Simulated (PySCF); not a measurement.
## Dipole response of Ru²⁺ (ruthenium, charge +2)

[Kr] 4d6, high-spin 5D determinant. All numbers are calculated (PySCF 2.14, scalar relativity through the core potential, in aug-cc-pwCVTZ-PP with ECP28MDF). Coupled (time-dependent) response in atomic units; α is the mean over directions.

```csv
method,mean α (bohr³),"α xx, yy, zz",C₆ (like pair),S(−4)
UHF,7.471,"7.752, 7.752, 6.910",39.41,15.22
PBE,8.605,"8.923, 8.923, 7.970",46.22,23.53
```

S(−4) is the Cauchy moment in α(ω) = α(0) + S(−4) ω² + …

Spin-orbit coupling is absent.

α(iu) at PBE:

```json
{"u (hartree)": "0", "α(iu) (bohr³)": "8.605"}
{"u (hartree)": "0.0500", "α(iu) (bohr³)": "8.547"}
{"u (hartree)": "0.100", "α(iu) (bohr³)": "8.381"}
{"u (hartree)": "0.200", "α(iu) (bohr³)": "7.818"}
{"u (hartree)": "0.300", "α(iu) (bohr³)": "7.121"}
{"u (hartree)": "0.500", "α(iu) (bohr³)": "5.804"}
{"u (hartree)": "0.750", "α(iu) (bohr³)": "4.548"}
{"u (hartree)": "1.00", "α(iu) (bohr³)": "3.641"}
{"u (hartree)": "1.50", "α(iu) (bohr³)": "2.460"}
{"u (hartree)": "2.00", "α(iu) (bohr³)": "1.754"}
{"u (hartree)": "3.00", "α(iu) (bohr³)": "0.9968"}
{"u (hartree)": "5.00", "α(iu) (bohr³)": "0.4322"}
```

A single London oscillator, α(iu) = α/(1 + u²/ω²), gives C₆ = (3/4) ω α². Matching the computed C₆ needs ω = 4 × 46.22 / (3 × 8.605²) = 0.832 hartree.

For an ion, C₆ is the dispersion term alone; charge-induced terms of lower order in 1/R come first.

The components differ because the open shell of this determinant is not spherical; for a pure term their mean is the scalar polarisability.

Energies and moments cover only the electrons outside the core potential.
